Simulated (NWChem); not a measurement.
System: C$_{2}$H$_{4}$BF$_{2}$N; SMILES FB(F)/C=N/C

The following NWChem deck was run.

```
start job
memory heap 200 mb stack 900 mb global 1100 mb
geometry units angstroms noautoz
  C      0.084975     2.689614    -0.000859
  N     -0.380582     1.317417    -0.001953
  C      0.489027     0.380085     0.002326
  B      0.017286    -1.114295     0.000542
  F      0.917809    -2.090407    -0.000478
  F     -1.258658    -1.453436     0.000005
  H     -0.331831     3.199947     0.876097
  H     -0.323268     3.198433    -0.882714
  H      1.182436     2.794147     0.004355
  H      1.571735     0.602918     0.006857
end
basis spherical
  * library def2-svp
end
dft
  xc m06-2x
  iterations 150
  mulliken
end
task dft energy
```

NWChem printed, in part:

```
             Northwest Computational Chemistry Package (NWChem) 7.3.0
             --------------------------------------------------------

 C1  symmetry detected

                             Geometry "geometry" -> ""
                             -------------------------

 Output coordinates in angstroms (scale by  1.889725989 to convert to a.u.)

  No.       Tag          Charge          X              Y              Z
 ---- ---------------- ---------- -------------- -------------- --------------
    1 C                    6.0000     0.11391168     2.68927852    -0.00042134
    2 N                    7.0000    -0.36525136     1.32177324    -0.00152277
    3 C                    6.0000     0.49500713     0.37584994     0.00219945
    4 B                    5.0000     0.00844657    -1.11377077     0.00039098
    5 F                    9.0000     0.89922992    -2.09877830    -0.00120649
    6 F                    9.0000    -1.27080293    -1.44022248     0.00039142
    7 H                    1.0000    -0.29739918     3.20357899     0.87681137
    8 H                    1.0000    -0.28966580     3.20227484    -0.88200364
    9 H                    1.0000     1.21235906     2.78290568     0.00429988
   10 H                    1.0000     1.57987687     0.58791791     0.00626381

 Effective nuclear repulsion energy (a.u.)     209.6260009255

                                 NWChem DFT Module
                                 -----------------

 Summary of "ao basis" -> "ao basis" (spherical)
 ------------------------------------------------------------------------------
       Tag                 Description            Shells   Functions and Types
 ---------------- ------------------------------  ------  ---------------------
 C                          def2-svp                 6       14   3s2p1d
 N                          def2-svp                 6       14   3s2p1d
 B                          def2-svp                 6       14   3s2p1d
 F                          def2-svp                 6       14   3s2p1d
 H                          def2-svp                 3        5   2s1p

            General Information
            -------------------
          SCF calculation type: DFT
          Wavefunction type:  closed shell.
          No. of atoms     :    10
          No. of electrons :    46
           Alpha electrons :    23
            Beta electrons :    23
          Charge           :     0
          Spin multiplicity:     1
          Use of symmetry is: off; symmetry adaption is: off
          Maximum number of iterations: 150
          AO basis - number of functions:   104
                     number of shells:    48
          Convergence on energy requested:  1.00D-06
          Convergence on density requested:  1.00D-05
          Convergence on gradient requested:  5.00D-04

              XC Information
              --------------
                       M06-2X Method XC Functional
                     Hartree-Fock (Exact) Exchange  0.540
                        M06-2X Exchange Functional  1.000
                      M06-2X Correlation Potential  1.000

             Grid Information
             ----------------
          Grid used for XC integration:  medium
          Radial quadrature: Mura-Knowles
          Angular quadrature: Lebedev.
          Tag              B.-S. Rad. Rad. Pts. Rad. Cut. Ang. Pts.
          ---              ---------- --------- --------- ---------
          C                   0.70       49          11.0       434
          N                   0.65       49           8.0       434
          B                   0.85       49          11.0       434
          F                   0.50       49          13.0       434
          H                   0.35       45          12.0       434
          Grid pruning is: on
          Number of quadrature shells:   474
          Spatial weights used:  Erf1

      Superposition of Atomic Density Guess
      -------------------------------------

 Sum of atomic energies:        -354.57993609

      Non-variational initial energy
      ------------------------------

 Total energy =    -357.145074
 1-e energy   =    -903.052178
 2-e energy   =     336.281103
 HOMO         =      -0.304930
 LUMO         =      -0.065629

     ---------------------------------------------
      Total Density - Mulliken Population Analysis
     ---------------------------------------------

    Atom       Charge   Shell Charges
 -----------   ------   -------------------------------------------------------
    1 C    6     6.06   1.99  0.95  0.19  1.96  0.93  0.04
    2 N    7     7.44   1.99  1.08  0.58  2.32  1.45  0.03
    3 C    6     5.92   1.99  0.97  0.27  1.83  0.81  0.04
    4 B    5     4.20   1.99  0.76  0.10  1.00  0.16  0.18
    5 F    9     9.37   1.99  1.15  0.72  3.50  2.00  0.00
    6 F    9     9.35   1.99  1.15  0.72  3.50  1.99  0.00
    7 H    1     0.90   0.68  0.20  0.02
    8 H    1     0.90   0.68  0.20  0.02
    9 H    1     0.93   0.68  0.23  0.02
   10 H    1     0.93   0.68  0.23  0.02

   convergence    iter        energy       DeltaE   RMS-Dens  Diis-err
 ---------------- ----- ----------------- --------- --------- ---------
 d= 0,ls=0.0,diis     1   -357.4988893408 -5.67D+02  1.06D-02  7.62D-01
 d= 0,ls=0.0,diis     2   -357.5194845331 -2.06D-02  4.92D-03  8.76D-01
 d= 0,ls=0.0,diis     3   -357.5953685276 -7.59D-02  1.20D-03  2.06D-02
 d= 0,ls=0.0,diis     4   -357.5968617538 -1.49D-03  6.11D-04  8.29D-03
 d= 0,ls=0.0,diis     5   -357.5977337541 -8.72D-04  1.14D-04  2.94D-04
  Resetting Diis
 d= 0,ls=0.0,diis     6   -357.5977664796 -3.27D-05  3.29D-05  8.03D-06
 d= 0,ls=0.0,diis     7   -357.5977674896 -1.01D-06  1.62D-05  1.33D-06
 d= 0,ls=0.0,diis     8   -357.5977675081 -1.85D-08  7.15D-06  1.28D-06

[...]
```

Level: M06-2X/def2-SVP. Structure relaxed at the B3LYP/6-31G* (spherical d) level.
